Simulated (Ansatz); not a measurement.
Molecule: CH6OSi, charge 0, multiplicity 1. 
Geometry from a B3LYP-D3(BJ)/def2-TZVP (Ansatz, an electronic-structure program) optimisation:
```xyz
9

Si     1.0072     0.2847     0.1736
O     -0.3092    -0.5077    -0.4154
C     -1.6411    -0.1893    -0.0463
H      2.1880    -0.3427    -0.4511
H      1.0809     0.1649     1.6527
H      0.9516     1.7305    -0.1643
H     -1.8932     0.8414    -0.3167
H     -1.7973    -0.3187     1.0297
H     -2.3104    -0.8637    -0.5797
```
Charge 0, spin multiplicity 1.

Total electronic energies in hartree. Valence correlation only, unless marked. No spin-orbit coupling. Non-relativistic. CBS marks a two-point X^-3 extrapolation of the correlation energy; Hartree-Fock from the larger set (for Q and 5 zeta extrapolated as (X+1)exp(-9√X)). The bracket is a focal-point correction in the basis named.

| level | program | energy (Eh) |
|---|---|---|
| HF/6-31G* | Ansatz | -405.15434 |
| HF/cc-pV(T+d)Z | Ansatz | -405.24271 |
| HF/cc-pVTZ | Ansatz | -405.23803 |
| HF/aug-cc-pV(Q+d)Z | Ansatz | -405.25650 |
| RI-HF/cc-pV(T+d)Z | Ansatz | -405.24266 |
| BLYP-D4/def2-TZVPD | Ansatz + dftd4 | -406.47273 |
| revPBE-D4/def2-TZVPD | Ansatz + dftd4 | -406.41998 |
| revPBE/def2-TZVPD | Ansatz | -406.40377 |
| r2SCAN/def2-TZVPD | Ansatz | -406.41294 |
| B97M-V/def2-TZVPD | Ansatz | -406.40646 |
| PBE0/6-31G* | Ansatz | -406.16281 |
| BHLYP-D3(BJ)/def2-TZVPD | Ansatz + dftd3 | ? |
| LC-wPBE/def2-TZVPD | Ansatz | -406.35055 |
| B2GP-PLYP-D4/def2-TZVPD | Ansatz + dftd4 | -406.23142 |
| B2GP-PLYP/def2-TZVPD | Ansatz | -406.22945 |
| B2PLYP-D4/def2-TZVPD | Ansatz + dftd4 | ? |
| RI-MP2/CBS(aug-cc-pV(T+d)Z,aug-cc-pV(Q+d)Z) | Ansatz | -405.8710 |
| SCS-MP2/6-31G | Ansatz | -405.31484 |
| SCS-MP2/aug-cc-pV(T+d)Z | Ansatz | -405.81067 |
| SCS-MP2/cc-pV(5+d)Z | Ansatz | -405.87440 |
| CCSD(T)/aug-cc-pV(Q+d)Z | Ansatz | -405.89797 |
| RI-MP2/CBS(aug-cc-pV(T+d)Z,aug-cc-pV(Q+d)Z)+[CCSD(T)-MP2]/aug-cc-pV(D+d)Z | Ansatz | -405.9279 |
| CCSD(T)/CBS(cc-pV(Q+d)Z,cc-pV(5+d)Z) | Ansatz | -405.9215 |

**Question.** Some entries are withheld; supply them.

**Answer.** 
- BHLYP-D3(BJ)/def2-TZVPD, energy (Eh): -406.45323
- B2PLYP-D4/def2-TZVPD, energy (Eh): -406.29599
